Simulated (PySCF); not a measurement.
**UHF on Bi(2+) (bismuth, charge +2)**

Configuration: [Xe] 4f14 5d10 6s2 6d1, 2D determinant (an excited configuration). Calculation: PySCF 2.14, in x2c-TZVPPall with one added diffuse shell each of s, p, d, f type (12s8p7d4f, 99 functions); scalar relativity by spin-free X2C-1e.

- Total energy: -21527.909860 hartree
- One-electron energy: -29375.7188 hartree
- Hartree (Coulomb) energy: 8244.9108 hartree
- Exchange energy: -397.1019 hartree
- ⟨S²⟩: 0.7503
- ⟨L²⟩: 6.001
- Sum of ⟨r⟩: 44.99 bohr
- Sum of ⟨r²⟩: 62.72 bohr²
- Traceless quadrupole moment −½Σ⟨3z² − r²⟩ along its main axis: 5.96 e·bohr²
- Langevin diamagnetic susceptibility: -49.7 ×10⁻⁶ cm³/mol

| shell | electrons | mean orbital energy (hartree) | spread (hartree) | rms radius, mean of both spins (bohr) |
| --- | --- | --- | --- | --- |
| 1s β | 1 | -3346.22940 | 0 | 0.0178 |
| 1s α | 1 | -3346.22934 | 0 | 0.0178 |
| 2s α | 1 | -607.63805 | 0 | 0.0718 |
| 2s β | 1 | -607.63767 | 0 | 0.0718 |
| 2p α | 3 | -522.61333 | 0.00005 | 0.0664 |
| 2p β | 3 | -522.61286 | 0.00051 | 0.0664 |
| 3s α | 1 | -149.95460 | 0 | 0.183 |
| 3s β | 1 | -149.95448 | 0 | 0.183 |
| 3p α | 3 | -125.18251 | 0.00071 | 0.186 |
| 3p β | 3 | -125.18229 | 0.00102 | 0.186 |
| 3d α | 5 | -98.91518 | 0.00117 | 0.170 |
| 3d β | 5 | -98.91474 | 0.00105 | 0.170 |
| 4s α | 1 | -36.48080 | 0 | 0.401 |
| 4s β | 1 | -36.48034 | 0 | 0.401 |
| 4p α | 3 | -28.19161 | 0.00144 | 0.427 |
| 4p β | 3 | -28.19105 | 0.00223 | 0.427 |
| 4d α | 5 | -18.24732 | 0.00210 | 0.452 |
| 4d β | 5 | -18.24649 | 0.00252 | 0.452 |
| 5s α | 1 | -7.45122 | 0 | 0.890 |
| 5s β | 1 | -7.44877 | 0 | 0.890 |
| 4f α | 7 | -7.35996 | 0.00168 | 0.480 |
| 4f β | 7 | -7.35944 | 0.00244 | 0.480 |
| 5p α | 3 | -5.01961 | 0.00164 | 1.01 |
| 5p β | 3 | -5.01669 | 0.00542 | 1.01 |
| 5d α | 5 | -2.08267 | 0.00741 | 1.30 |
| 5d β | 5 | -2.08003 | 0.00781 | 1.30 |
| 6s α | 1 | -1.33150 | 0 | 2.20 |
| 6s β | 1 | -1.32427 | 0 | 2.20 |
| 6d α | 1 | -0.44240 | 0 | 4.59 |

Spin-orbit coupling, absent here, splits the open shell strongly. The outer electron is Rydberg-like, and this basis confines it to a smaller radius and binds it less than a complete one would.

Densities and radii are taken from the X2C orbitals without a picture-change correction, which distorts them close to the nucleus.

Spin-orbit constants ζ (cm⁻¹) from the X2C one-electron operator on these orbitals: bare nucleus, nucleus screened by l(l+1)(2l+1)/3 electrons, and screened by the Breit-Pauli mean field of the electrons.

| shell | bare | screened nucleus | mean field |
| --- | --- | --- | --- |
| 2p | 11390000 | 11120000 | n/a |
| 3p | 2586000 | 2524000 | n/a |
| 3d | 396600 | 348900 | n/a |
| 4p | 628700 | 613600 | n/a |
| 4d | 88250 | 77620 | n/a |
| 4f | 18700 | 12390 | n/a |
| 5p | 113000 | 110300 | n/a |
| 5d | 10920 | 9603 | n/a |
| 6d | 536.9 | 472.2 | n/a |

To first order the Landé constant is A = 472.2 cm⁻¹, so the lowest level has J = 3/2 and lies 0.0878 eV below the centre of the term. First order in ζ underestimates the shift of the j = l − 1/2 level at high Z.
